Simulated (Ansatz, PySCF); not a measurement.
This Ansatz (a program for electronic structure) input computes a CCSD(T)/cc-pVDZ energy:

Ansatz 0.2 input:
```yaml
crystal:
  periodic: [false, false, false]
  atoms:
    - {symbol: C, position_ang: [-0.56687313, 0.45164240, -0.01738260]}
    - {symbol: F, position_ang: [0.52970873, -0.26358262, 0.01653168]}
    - {symbol: H, position_ang: [-1.36613982, -0.33761083, -0.04448949]}
basis:
  gaussian:
    orbitals: cc-pVDZ
magnetization: {spin_polarized: false}
correlation: {method: ccsd_t, electrons: outside_noble_gas}
```

Task: Write an input for the same energy in PySCF and say what it gives.

Result: 
```python
from pyscf import gto, scf, mp, cc as ccmod

mol = gto.M(
    atom='''
    C    -0.56687313    0.45164240   -0.01738260
    F     0.52970873   -0.26358262    0.01653168
    H    -1.36613982   -0.33761083   -0.04448949
    ''',
    basis='cc-pvdz',
    charge=0,
    spin=0,
    verbose=4,
)

mf = scf.RHF(mol)
mf.conv_tol = 1e-10
mf.max_cycle = 100
mf.kernel()
mp2 = mp.MP2(mf, frozen=2).run()
cc = ccmod.CCSD(mf, frozen=2)
cc.max_cycle = 100
cc.kernel()
et = cc.ccsd_t()
print(f'E(CCSD(T)) = {cc.e_tot + et:.9f}')
```
It gives -138.09212 Eh, and Ansatz -138.09212 Eh, a difference of 0.00 mEh.
